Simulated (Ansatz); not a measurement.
Relaxed structures of Al2BH5O, singlet (PBE0-D4/def2-TZVP; forces vanish, vibrations not checked; lower isomers may exist, and structures with a doubtful reference or unclear bonds are left out; Å). Ansatz 0.2.0; basis: def2-TZVPP; cores frozen in the correlated methods.

(1) Rank them by CCSD(T) energy, lowest first, and give each one's height above the lowest. Links in brackets join atoms within 1.22 times the sum of their covalent radii (1.1 for two metals). (An estimate is asked for; the value comes from the calculation.)
A.
Al₂BH₅O ([BH2][Al]([OH])[AlH2])
```
9
angstrom
B -0.1470 2.0185 -0.9342
Al 0.4064 0.0640 -0.3146
O 1.8493 -0.5537 -0.9928
Al -0.9150 -1.4451 1.3791
H -0.8908 2.2224 -1.8545
H 0.1976 3.0065 -0.3452
H 2.1771 -1.4285 -0.7895
H -0.6011 -3.0047 1.5351
H -2.0766 -0.8794 2.3166
```
B.
a complex of AlBH₄O ([BH2][Al][OH2]) + AlH
```
9
angstrom
B 0.1153 2.1942 -1.1961
Al -0.0642 0.4142 -0.0932
O 1.4867 -0.5895 -0.6775
Al -0.3914 -1.8221 1.3667
H -0.4911 2.3746 -2.2190
H 0.6017 3.1882 -0.7246
H 1.4929 -1.4747 -0.2026
H 2.2143 -0.4459 -1.2942
H -1.6837 -1.8594 2.3403
```
C.
Al₂BH₅O ([OH2][Al]12[H][AlH]1[BH]2)
```
9
angstrom
B 1.2911 -1.2615 -0.4939
Al -0.1638 0.0418 -0.7273
O -0.6707 1.9925 -0.7302
Al -0.0576 -1.7261 0.9650
H 0.0125 2.5753 -1.0882
H -0.9092 2.3183 0.1487
H 2.2198 -1.7639 -1.0405
H -0.5848 -2.3967 2.3067
H -0.9942 -0.1863 0.7646
```
D.
Al₂BH₅O ([BH2][AlH][O][AlH2])
```
9
angstrom
B 0.1605 2.1190 -1.0657
Al -0.2459 1.1397 0.7741
O -0.3433 -0.5467 0.7819
Al -0.4549 -2.2222 0.8465
H -0.7026 2.4714 -1.8215
H 1.2739 2.3707 -1.4368
H -0.4663 1.8902 2.1607
H 0.8665 -3.0590 1.0892
H -1.8746 -2.8938 0.6498
```

T1 diagnostic: at most 0.027. The T1 diagnostic is large here, which may signal multireference character or strong orbital relaxation, so CCSD(T) is less sure. The restricted Hartree–Fock reference is unstable towards an unrestricted one at one or more of these structures.

Answers

(1) By the calculation: D (0.000 eV), A (1.688 eV), C (3.191 eV), B (4.106 eV). Heights count from the lowest.

For scale, one of the runs: CCSD(T)/def2-TZVPP, 216 basis functions, launched by `ansatz run in.yaml --threads 2 --pin off --events-out ev --progress --plain --max-ram 4352MiB`. Hardware: 2 CPU threads of an Arm Neoverse V1, shared host. Wall time 95 s; peak host memory 2.9 GiB.
